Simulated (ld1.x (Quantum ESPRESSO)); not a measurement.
An all-electron radial function and its pseudo partner (P)

Columns: radius, all-electron u(r) and pseudo u(r) of the 3p shell (level -5.51 eV) of phosphorus in the configuration [Ne] 3s2 3p3; PBE, scalar-relativistic, TM scheme, ld1.x (Quantum ESPRESSO) 7.5.

| r (bohr) | all-electron | pseudo |
| --- | --- | --- |
| 0.085 | 0.1050 | -0.0038 |
| 0.170 | 0.2324 | -0.0152 |
| 0.255 | 0.2924 | -0.0339 |
| 0.340 | 0.2857 | -0.0596 |
| 0.425 | 0.2317 | -0.0918 |
| 0.510 | 0.1495 | -0.1298 |
| 0.595 | 0.0535 | -0.1729 |
| 0.680 | -0.0466 | -0.2202 |
| 0.765 | -0.1442 | -0.2705 |
| 0.850 | -0.2357 | -0.3227 |
| 0.935 | -0.3188 | -0.3753 |
| 1.020 | -0.3926 | -0.4271 |
| 1.105 | -0.4570 | -0.4766 |
| 1.190 | -0.5123 | -0.5223 |
| 1.275 | -0.5587 | -0.5631 |
| 1.360 | -0.5965 | -0.5981 |
| 1.445 | -0.6264 | -0.6268 |
| 1.530 | -0.6489 | -0.6489 |
| 1.615 | -0.6648 | -0.6648 |
| 1.700 | -0.6748 | -0.6748 |
| 1.785 | -0.6797 | -0.6797 |
| 1.870 | -0.6801 | -0.6801 |
| 1.955 | -0.6766 | -0.6766 |
| 2.040 | -0.6699 | -0.6699 |
| 2.125 | -0.6605 | -0.6605 |
| 2.210 | -0.6487 | -0.6487 |

Question: How many radial nodes do the two functions have?

Answer: The all-electron 3p function has n − l − 1 = 1; the pseudo-wave has 0, since the states of the same l below it are removed with the core.

Question: At about which radius was the pseudo-wave matched?

Answer: 1.70 bohr. The columns agree to 0.0005 from 1.45 bohr on; several derivatives are matched, so the curves merge somewhat inside the radius.

Question: Is the pseudo-wave norm-conserving?

Answer: Yes: the TM scheme keeps the norm inside the radius equal to the all-electron one, which fixes the energy derivative of the logarithmic derivative at the level.
